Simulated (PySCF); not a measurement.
# NMR problem set

PySCF 2.14 calculation with J: B3LYP/pcJ-1, NMR shieldings at PBE0/pcSseg-1/GIAO and coordinates at the PBE0-D3(BJ)/def2-SVP level; in vacuum, one computed conformer, non-relativistic, one averaged value for each set of equivalent atoms.

Shifts are taken against calculated references (same method and geometry level): ¹H (31.27 ppm) and ¹³C (184.41 ppm) vs TMS. Multiplet labels drop J under 1 Hz and among equivalent protons, and merge close values. Unscaled 3J(H,H) run several per cent high. Couplings to H on boron are left out. Carbons bonded to boron are broad in practice. Shifts are as computed. Against solution values, carbons near 30 ppm lie about +2 ppm off and those near 130 ppm about +5 ppm. Of 1211 compounds with measured shifts, 218 miss one by over three times the rms of a fit or turn the order of signals round; such compounds aren't used in these exercises. OH and NH positions are gas-phase values without hydrogen bonding to other molecules.

Q: CH5BN2. ¹H NMR (300 MHz, computed): δ 2.69 (br s, 3H), 2.33 (br, 2H). ¹³C{¹H} NMR (computed): δ 135.5. What is it?

A: SMILES N#C[BH2-][NH3+]. Carbon types of the structure: 1 × C, leaving 5 H on heteroatoms. δC 135.5: nitrile carbon. δH 2.69: hydrogen on a donor nitrogen of a Lewis adduct; exchangeable, gas-phase position. δH 2.33: hydrogen on a boron bonded to C, N.

Q: C2H3NO. ¹H NMR (500 MHz, computed): δ 9.15 (d, J = 2.0 Hz, 1H), 7.58 (dd, J = 19.7, 2.0 Hz, 1H), 7.26 (d, J = 19.7 Hz, 1H). ¹³C{¹H} NMR (computed): δ 177.6 (CH), 157.4 (CH2). Give a structure.

A: SMILES C=NC=O. Rings plus π bonds: 2 (no ring in the answer). 2 carbon signals for 2 carbons: no two carbons are equivalent. Carbon types of the structure: 1 × CH, 1 × CH2, which accounts for all hydrogens. δC 177.6: amide carbonyl carbon; lone-pair donation from the attached heteroatom keeps it upfield of a ketone carbonyl. δC 157.4: C=N carbon. δH 9.15: hydrogen on an amide carbonyl carbon. δH 7.58, 7.26: hydrogen on a C=N carbon. The protons at 7.26 and 7.58 share a coupling of 19.7 Hz (geminal).
